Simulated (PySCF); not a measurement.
Isomers of C10H12O, mass 148.089 u with the commonest isotopes. Level of theory: PBE0/pcSseg-1 in PySCF (dipole) on a GFN2-xTB geometry, gas phase. One conformer each, none proved a minimum here; rigid rotors.

Task: Order these by radius of gyration √(Σ m r²/M), smallest first.
A. `[CH:1]#[C:2][C@@H:3]1[C:4](=[O:5])[CH2:6][CH2:7][CH2:8][C@H:9]1[CH:10]=[CH2:11]` with C8–C9–C10–C11 117°, C2–C3–C4–O5 108°, C3–C4–C6–C7 -52°, C4–C6–C7–C8 56°, C6–C7–C8–C9 -60°
B. `[CH2:1]=[CH:2][c:3]1[cH:4][cH:5][c:6]([CH2:7][OH:8])[cH:9][c:10]1[CH3:11]` with C1–C2–C3–C4 31°, C5–C6–C7–O8 156°, C6–C7–O8–H -179°
C. `[CH3:1][CH2:2][CH2:3][C:4](=[O:5])[c:6]1[cH:7][cH:8][cH:9][cH:10][cH:11]1` with C1–C2–C3–C4 180°, C2–C3–C4–O5 0°, C3–C4–C6–C7 180°
D. `[CH3:1][C@H:2]([OH:3])[C:4]1=[CH:5]/[CH:6]=[CH:7]\[CH:8]=[CH:9]/[CH:10]=[CH:11]\1` with C1–C2–O3–H -57°, C1–C2–C4–C5 97°, C4–C5–C6–C7 -61°, C6–C7–C8–C9 58°, C8–C9–C10–C11 -59°, C2–C4–C11–C10 -121°

Result: A (2.155 Å), D (2.351 Å), B (2.546 Å), C (2.702 Å).

Task: Order these by rotational constant A, largest first.
A. `[CH2:1]=[CH:2][c:3]1[cH:4][cH:5][c:6]([CH2:7][OH:8])[cH:9][c:10]1[CH3:11]` with C1–C2–C3–C4 31°, C5–C6–C7–O8 156°, C6–C7–O8–H -179°
B. `[CH3:1][C@H:2]([OH:3])[C:4]1=[CH:5]/[CH:6]=[CH:7]\[CH:8]=[CH:9]/[CH:10]=[CH:11]\1` with C1–C2–O3–H -57°, C1–C2–C4–C5 97°, C4–C5–C6–C7 -61°, C6–C7–C8–C9 58°, C8–C9–C10–C11 -59°, C2–C4–C11–C10 -121°
C. `[CH3:1][CH2:2][CH2:3][C:4](=[O:5])[c:6]1[cH:7][cH:8][cH:9][cH:10][cH:11]1` with C1–C2–C3–C4 180°, C2–C3–C4–O5 0°, C3–C4–C6–C7 180°
D. `[CH:1]#[C:2][C@@H:3]1[C:4](=[O:5])[CH2:6][CH2:7][CH2:8][C@H:9]1[CH:10]=[CH2:11]` with C8–C9–C10–C11 117°, C2–C3–C4–O5 108°, C3–C4–C6–C7 -52°, C4–C6–C7–C8 56°, C6–C7–C8–C9 -60°

Result: C (2921 MHz), A (2366 MHz), B (2009 MHz), D (1390 MHz).

Task: Order these by out-of-plane moment Σ m c² = (Ia + Ib − Ic)/2, largest first.
A. `[CH:1]#[C:2][C@@H:3]1[C:4](=[O:5])[CH2:6][CH2:7][CH2:8][C@H:9]1[CH:10]=[CH2:11]` with C8–C9–C10–C11 117°, C2–C3–C4–O5 108°, C3–C4–C6–C7 -52°, C4–C6–C7–C8 56°, C6–C7–C8–C9 -60°
B. `[CH3:1][C@H:2]([OH:3])[C:4]1=[CH:5]/[CH:6]=[CH:7]\[CH:8]=[CH:9]/[CH:10]=[CH:11]\1` with C1–C2–O3–H -57°, C1–C2–C4–C5 97°, C4–C5–C6–C7 -61°, C6–C7–C8–C9 58°, C8–C9–C10–C11 -59°, C2–C4–C11–C10 -121°
C. `[CH3:1][CH2:2][CH2:3][C:4](=[O:5])[c:6]1[cH:7][cH:8][cH:9][cH:10][cH:11]1` with C1–C2–C3–C4 180°, C2–C3–C4–O5 0°, C3–C4–C6–C7 180°
D. `[CH2:1]=[CH:2][c:3]1[cH:4][cH:5][c:6]([CH2:7][OH:8])[cH:9][c:10]1[CH3:11]` with C1–C2–C3–C4 31°, C5–C6–C7–O8 156°, C6–C7–O8–H -179°

Result: A (165.55 u·Å²), B (83.70 u·Å²), D (7.63 u·Å²), C (4.70 u·Å²).

```tsv
SMILES	point group	Ia (u·Å²)	Ib (u·Å²)	Ic (u·Å²)	κ	μa (D)	μb (D)	μc (D)
CCCC(=O)c1ccccc1	Cs	172.99	913.06	1076.64	-0.93	1.16	2.60	0.00
C[C@H](O)C1=C/C=C\C=C/C=C\1	C1	251.51	650.38	734.49	-0.87	0.09	0.12	1.43
C#C[C@@H]1C(=O)CCC[C@H]1C=C	C1	363.53	489.96	522.38	-0.70	0.23	2.84	1.39
C=Cc1ccc(CO)cc1C	C1	213.63	753.95	952.32	-0.85	1.17	0.79	0.56
```
